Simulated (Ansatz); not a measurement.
Relaxation of BH$_{4}$LiSSi (8 atoms, charge 0, multiplicity 1), to a largest force component of 0.015 eV/Å in at most 40 steps.

Level of theory: Ansatz 0.2.0, RKS B3LYP-D4/def2-SVP.

```xyz
8
Properties=species:S:1:pos:R:3
Li -1.278 1.474 1.848
S 0.753 1.807 1.068
B 1.053 0.549 -0.106
Si -0.295 -0.817 -0.507
H 2.112 0.578 -0.625
H -0.570 -0.738 -2.025
H 0.050 -2.228 -0.276
H -1.629 -0.664 0.097
```

**Question.** Where does it end, and by what steps?

**Answer.** The forces met the threshold. After 11 steps the energy has fallen by 0.447 eV; Li1 moved furthest, 0.75 Å. Joined: Li1–B3, Li1–Si4, Li1–H8.

```tsv
step	energy less start (eV)	largest force component (eV/Å)	accepted
0	0.0000	1.887	yes
1	-0.2016	0.551	yes
2	-0.3206	0.360	yes
3	-0.4010	0.296	yes
4	-0.4348	0.271	yes
5	-0.4170	0.952	no
6	-0.4452	0.065	yes
7	-0.4468	0.038	yes
8	-0.4426	0.198	no
9	-0.4471	0.016	yes
10	-0.4471	0.019	yes
11	-0.4472	0.007	yes
```

```xyz
8
Properties=species:S:1:pos:R:3
Li -1.169 0.980 1.300
S 0.817 1.931 1.174
B 1.081 0.651 -0.007
Si -0.306 -0.754 -0.534
H 2.143 0.545 -0.584
H -0.787 -0.715 -1.948
H 0.020 -2.172 -0.193
H -1.601 -0.506 0.268
```

Whether the end is a true minimum wasn't checked by a vibrational analysis.

The run took 50 s on 1 thread of Arm Neoverse V1 (shared host), peak memory 0.15 GiB.
